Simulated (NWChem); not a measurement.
System: BiH$_{3}$Te$_{2}$O; SMILES [OH][Bi]([TeH])[TeH]

The following NWChem deck was run.

```
start job
memory heap 200 mb stack 900 mb global 1100 mb
geometry units angstroms noautoz
  Bi    -1.077155     0.167628     0.312028
  O     -1.915206    -0.114961    -1.622695
  H     -1.190500    -0.292903    -2.257416
  Te     0.906704     2.271734    -0.071685
  H      1.931062     1.229854    -0.909500
  Te     1.014094    -1.824743     0.224259
  H     -0.126946    -3.064801     0.130052
end
basis spherical
  * library def2-svp
end
ecp
  Te library def2-ecp
  Bi library def2-ecp
end
dft
  xc m06-2x
  grid fine
  iterations 150
  mulliken
end
task dft gradient
```

Output (shortened):

```
             Northwest Computational Chemistry Package (NWChem) 7.3.0
             --------------------------------------------------------

 C1  symmetry detected

                             Geometry "geometry" -> ""
                             -------------------------

 Output coordinates in angstroms (scale by  1.889725989 to convert to a.u.)

  No.       Tag          Charge          X              Y              Z
 ---- ---------------- ---------- -------------- -------------- --------------
    1 Bi                  83.0000    -1.05498543    -0.01423399     0.22544679
    2 O                    8.0000    -1.90162548    -0.15891531    -1.72073076
    3 H                    1.0000    -1.18023669    -0.29674605    -2.36906230
    4 Te                  52.0000     0.93921530     2.10062767    -0.02096306
    5 H                    1.0000     1.95467537     1.11324576    -0.93237682
    6 Te                  52.0000     1.02474450    -2.00701568    -0.00717428
    7 H                    1.0000    -0.12355435    -3.23157958    -0.18165661

 Effective nuclear repulsion energy (a.u.)    2308.4436987214

                                 NWChem DFT Module
                                 -----------------

 Summary of "ao basis" -> "ao basis" (spherical)
 ------------------------------------------------------------------------------
       Tag                 Description            Shells   Functions and Types
 ---------------- ------------------------------  ------  ---------------------
 Bi                         def2-svp                10       26   4s4p2d
 O                          def2-svp                 6       14   3s2p1d
 H                          def2-svp                 3        5   2s1p
 Te                         def2-svp                10       26   4s4p2d

            General Information
            -------------------
          SCF calculation type: DFT
          Wavefunction type:  closed shell.
          No. of atoms     :     7
          No. of electrons :    82
           Alpha electrons :    41
            Beta electrons :    41
          Charge           :     0
          Spin multiplicity:     1
          Use of symmetry is: off; symmetry adaption is: off
          Maximum number of iterations: 150
          AO basis - number of functions:   107
                     number of shells:    45
          Convergence on energy requested:  1.00D-06
          Convergence on density requested:  1.00D-05
          Convergence on gradient requested:  5.00D-04

              XC Information
              --------------
                       M06-2X Method XC Functional
                     Hartree-Fock (Exact) Exchange  0.540
                        M06-2X Exchange Functional  1.000
                      M06-2X Correlation Potential  1.000

             Grid Information
             ----------------
          Grid used for XC integration:  fine
          Radial quadrature: Mura-Knowles
          Angular quadrature: Lebedev.
          Tag              B.-S. Rad. Rad. Pts. Rad. Cut. Ang. Pts.
          ---              ---------- --------- --------- ---------
          Bi                  1.60      141          10.0       974
          O                   0.60       70          11.0       590
          H                   0.35       60          14.0       590
          Te                  1.40      141          13.0       974
          Grid pruning is: on
          Number of quadrature shells:   673
          Spatial weights used:  Erf1

      Superposition of Atomic Density Guess
      -------------------------------------

 Sum of atomic energies:        -944.05544033

      Non-variational initial energy
      ------------------------------

 Total energy =    -823.932772
 1-e energy   =   -2248.382835
 2-e energy   =    1005.135742
 HOMO         =      -0.248029
 LUMO         =      -0.028492

     ---------------------------------------------
      Total Density - Mulliken Population Analysis
     ---------------------------------------------

    Atom       Charge   Shell Charges
 -----------   ------   -------------------------------------------------------
    1 Bi  23    21.74   2.92 -0.87  1.20  0.65  4.71  1.26  0.96  0.80  9.75  0.34
    2 O    8     8.99   1.99  1.12  0.71  3.08  2.09  0.00
    3 H    1     0.67   0.52  0.09  0.06
    4 Te  24    24.44   1.77  0.27  1.20  0.66  2.88  3.16  2.17  2.30  9.84  0.19
    5 H    1     0.87   0.56  0.30  0.02
    6 Te  24    24.42   1.77  0.27  1.20  0.66  2.88  3.16  2.16  2.29  9.84  0.19
    7 H    1     0.88   0.56  0.30  0.01

   convergence    iter        energy       DeltaE   RMS-Dens  Diis-err
 ---------------- ----- ----------------- --------- --------- ---------
 d= 0,ls=0.0,diis     1   -827.2338472903 -1.25D+03  1.75D-02  7.28D-01
 d= 0,ls=0.0,diis     2   -827.1252116026  1.09D-01  8.34D-03  1.92D+00
 d= 0,ls=0.0,diis     3   -827.3372602543 -2.12D-01  1.93D-03  2.50D-02
 d= 0,ls=0.0,diis     4   -827.3401764201 -2.92D-03  9.90D-04  5.31D-03
 d= 0,ls=0.0,diis     5   -827.3394669189  7.10D-04  2.93D-04  2.51D-04
  Resetting Diis
 d= 0,ls=0.0,diis     6   -827.3395347388 -6.78D-05  1.14D-04  1.91D-05
 d= 0,ls=0.0,diis     7   -827.3395415379 -6.80D-06  3.70D-05  2.75D-06
 d= 0,ls=0.0,diis     8   -827.3395419759 -4.38D-07  1.48D-05  1.90D-06
 d= 0,ls=0.0,diis     9   -827.3395423277 -3.52D-07  5.80D-06  9.03D-08

         Total DFT energy =     -827.339542327697
      One electron energy =    -2249.914263053618
           Coulomb energy =     1071.333127815673
    Exchange-Corr. energy =      -68.072728156177
 Nuclear repulsion energy =      419.314321066424

 Numeric. integr. density =       81.999994711799

                       DFT Final Molecular Orbital Analysis
                       ------------------------------------

 Vector   39  Occ=2.000000D+00  E=-3.196503D-01
              MO Center=  1.0D-01,  7.4D-01, -1.7D-02, r^2= 5.9D+00
   Bfn.  Coefficient  Atom+Function         Bfn.  Coefficient  Atom+Function
  ----- ------------  ---------------      ----- ------------  ---------------
    57      0.310436  4 Te py                60      0.270346  4 Te py
    11     -0.268524  1 Bi px                56      0.266457  4 Te px
     3      0.219183  1 Bi s                 59      0.217519  4 Te px
    14     -0.159766  1 Bi px                12     -0.151557  1 Bi py
    31      0.148767  2 O  py                13      0.146956  1 Bi pz

 Vector   40  Occ=2.000000D+00  E=-2.836014D-01
              MO Center=  7.4D-01, -5.1D-02, -1.1D-01, r^2= 6.7D+00
   Bfn.  Coefficient  Atom+Function         Bfn.  Coefficient  Atom+Function
  ----- ------------  ---------------      ----- ------------  ---------------
    89      0.384354  6 Te pz                92      0.381742  6 Te pz
    58      0.291437  4 Te pz                61      0.284211  4 Te pz
    57     -0.221483  4 Te py                60     -0.220306  4 Te py
    86     -0.153877  6 Te pz                83     -0.120761  6 Te pz
    55     -0.116771  4 Te pz                32      0.108772  2 O  pz

 Vector   41  Occ=2.000000D+00  E=-2.765948D-01
              MO Center=  9.1D-01,  3.1D-01, -1.9D-02, r^2= 6.5D+00
   Bfn.  Coefficient  Atom+Function         Bfn.  Coefficient  Atom+Function
  ----- ------------  ---------------      ----- ------------  ---------------
    89     -0.376310  6 Te pz                92     -0.374996  6 Te pz
    58      0.365873  4 Te pz                61      0.366347  4 Te pz
    56      0.221359  4 Te px                59      0.216557  4 Te px
    86      0.150393  6 Te pz                55     -0.146406  4 Te pz
    83      0.118008  6 Te pz                52     -0.114898  4 Te pz

 Vector   42  Occ=0.000000D+00  E=-5.529208D-02
              MO Center= -1.3D-01, -8.5D-02,  1.2D-01, r^2= 7.2D+00
   Bfn.  Coefficient  Atom+Function         Bfn.  Coefficient  Atom+Function
  ----- ------------  ---------------      ----- ------------  ---------------
    14      0.642143  1 Bi px                91     -0.486275  6 Te py
    59      0.388644  4 Te px                11      0.372728  1 Bi px
     3      0.350302  1 Bi s                 90      0.327419  6 Te px
     4      0.314904  1 Bi s                 16     -0.294410  1 Bi pz
    80     -0.275694  6 Te s                 73     -0.247933  5 H  s

 Vector   43  Occ=0.000000D+00  E=-4.342354D-02
              MO Center= -3.8D-01,  2.0D-01,  1.4D-01, r^2= 6.5D+00
   Bfn.  Coefficient  Atom+Function         Bfn.  Coefficient  Atom+Function
  ----- ------------  ---------------      ----- ------------  ---------------
    15      0.774222  1 Bi py                12      0.443017  1 Bi py
    60      0.401955  4 Te py                59      0.381596  4 Te px
    49     -0.312648  4 Te s                 91      0.273377  6 Te py
    90     -0.232818  6 Te px                 6     -0.225814  1 Bi py
    56      0.193384  4 Te px                57      0.183959  4 Te py

[...]

                         DFT ENERGY GRADIENTS

    atom               coordinates                        gradient
                 x          y          z           x          y          z
   1 Bi     -1.993633  -0.026898   0.426033    0.000216   0.000403   0.010059
   2 O      -3.593551  -0.300306  -3.251710   -0.019006   0.000816  -0.005120
   3 H      -2.230324  -0.560769  -4.476879    0.010957  -0.001800  -0.005777
   4 Te      1.774860   3.969611  -0.039614   -0.000005   0.007994   0.004089
   5 H       3.693801   2.103729  -1.761937    0.003762  -0.004175  -0.003522
   6 Te      1.936486  -3.792710  -0.013557    0.008840   0.001496   0.001084
   7 H      -0.233484  -6.106800  -0.343281   -0.004764  -0.004734  -0.000811
```

Level: M06-2X/def2-SVP with def2 effective core potentials on Te, Bi. Coordinates come from a PBE-D3(BJ)/def2-SVP optimisation. Not confirmed as a minimum by frequencies. def2 effective core potentials on Te, Bi; no spin-orbit coupling.
